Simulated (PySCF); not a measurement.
# Krypton: a sound run and one with changed settings

Sound run: Kr⁺ [Ar] 3d10 4s2 4p5, Kr²⁺ [Ar] 3d10 4s2 4p4. Calculation: PySCF 2.14, in x2c-SVPall; the spin-free X2C one-electron Hamiltonian (Gaussian nucleus). In the sound run the correlated levels freeze [Ar] 3d10. The sound run starts from symmetry-adapted Hartree-Fock orbitals and uses a fine grid where one is needed.

Changed run: all electrons correlated in a basis built for the valence shell.

| species | method | sound run (hartree) | changed run (hartree) | converged |
| --- | --- | --- | --- | --- |
| Kr⁺ | MP2 | -2787.30440 | -2787.44370 | yes |
| Kr²⁺ | MP2 | -2786.42276 | -2786.56049 | yes |

Ionisation energy of Kr⁺:

```csv
method,sound run (eV),changed run (eV)
UHF,23.407,23.407
MP2,23.991,24.033
SCS-MP2,23.967,23.991
```

A valence basis has no tight correlating functions, so it recovers only part of the core correlation, and not evenly between atom and ion.

For comparison, NIST gives 24.360 eV between the lowest levels.
